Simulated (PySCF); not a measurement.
Computed shifts of a molecule CH8ClNSi2, PBE/pcSseg-1 (PySCF), GIAO, gas phase, equivalent atoms averaged, in ppm (number of nuclei): ²⁹Si: -19.7 (1), -26.3 (1). ¹⁵N: 44.9 (1). ¹³C: -4.2 (1). ¹H: 5.77 (1), 5.67 (1), 5.36 (2), 1.15 (1), 0.90 (3). References: ²⁹Si against TMS (σ = 335.4 ppm); ³⁵Cl against HCl (σ = 936.5 ppm); ¹⁵N against NH3 (σ = 267.0 ppm); ¹³C against TMS (σ = 182.0 ppm); ¹H against TMS (σ = 31.49 ppm), references at their B3LYP-D3(BJ)/def2-TZVP geometries, non-relativistic (without spin–orbit terms, shifts of atoms bonded to Cl or Br come out too high). Geometry: B3LYP-D3(BJ)/def2-SVP. One conformer was computed; it need not be the lowest.

Q: Which molecule gave these data?
A) C[SiH2]N[SiH2]Cl
B) CN([SiH3])[SiH2]Cl
C) C[Si@@H](N)[SiH2]Cl
D) C[Si@@](N)([SiH3])Cl

A: A, C[SiH2]N[SiH2]Cl
